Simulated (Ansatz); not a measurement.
Calculated with Ansatz (gas phase, PBE0-D4/def2-TZVP geometries, no zero-point term in ΔE). CBS: MP2 limit from def2 TZ/QZ plus the TZ coupled-cluster correction, frozen cores. This one scheme is used for every species. Functionals use def2-TZVPP. For Ge outer-core shells are correlated without core-valence functions, which leaves a few kJ/mol of doubt a bond. Scalar relativity is left out up to krypton. One conformer a species, not always the lowest.

Consider the cleavage of the Si–Ge bond: `CO[SiH](Cl)[GeH3]` + CH₃SH → `CO[SiH](Cl)SC` + GeH₄.

`CO[SiH](Cl)[GeH3]`:

Z-matrix (Å, degrees):
```
C
O 1 1.412
H 1 1.096 2 111.5
H 1 1.095 2 111.4 3 -121.7
H 1 1.091 2 107.9 3 119.2
Si 2 1.636 1 123.3 3 51.4
Ge 6 2.381 2 112.3 1 76.6
Cl 6 2.049 2 106.4 1 -164.6
H 6 1.489 2 109.6 1 -48.3
H 7 1.537 6 110.3 2 -176.6
H 7 1.536 6 110.4 2 62.7
H 7 1.540 6 110.3 2 -57.2
```

CH₃SH:

Z-matrix (Å, degrees):
```
C
S 1 1.806
H 1 1.089 2 111.5
H 1 1.089 2 111.5 3 -123.8
H 1 1.090 2 106.2 3 118.1
H 2 1.342 1 97.1 3 61.9
```

`CO[SiH](Cl)SC`:

```xyz
13

C     1.750    0.067    2.163
O     0.465   -0.054    1.589
Si    0.146   -0.049   -0.001
Cl    0.903    1.656   -0.883
S    -1.948   -0.145   -0.156
C    -2.062   -0.149   -1.972
H     1.644   -0.028    3.244
H     2.192    1.041    1.933
H     2.422   -0.721    1.805
H     0.816   -1.158   -0.721
H    -1.726    0.802   -2.383
H    -1.487   -0.968   -2.404
H    -3.114   -0.293   -2.212
```

GeH₄:

Z-matrix (Å, degrees):
```
Ge
H 1 1.534
H 1 1.534 2 109.5
H 1 1.534 2 109.5 3 -120.0
H 1 1.534 2 109.5 3 120.0
```

| level | ΔE (eV) |
| --- | --- |
| ωB97M-V | -0.68 |
| MP2/def2-QZVPP | -0.72 |
| SCS-MP2/def2-QZVPP | -0.70 |
| MP2/CBS(def2) | -0.73 |

(1) What does CCSD(T)/CBS give? (Estimate.)

Largest T1 diagnostic among the species: 0.012.

Answers

(1) Computed: -0.65 eV. The listed levels differ from it by -0.03, -0.07, -0.05, -0.08 eV.

From PBE to PBE0 (25 % exact exchange), in def2-TZVPP and without D4, ΔE moves by −0.03 eV. The D4 term adds −0.06 eV with B3LYP and −0.03 eV with PBE0; it sums over pairs of atoms, weighted by their polarisabilities, and B3LYP, whose exchange is more repulsive, gets the larger term.

B3LYP here is the variant with VWN-RPA as its local correlation; programs differ in this.
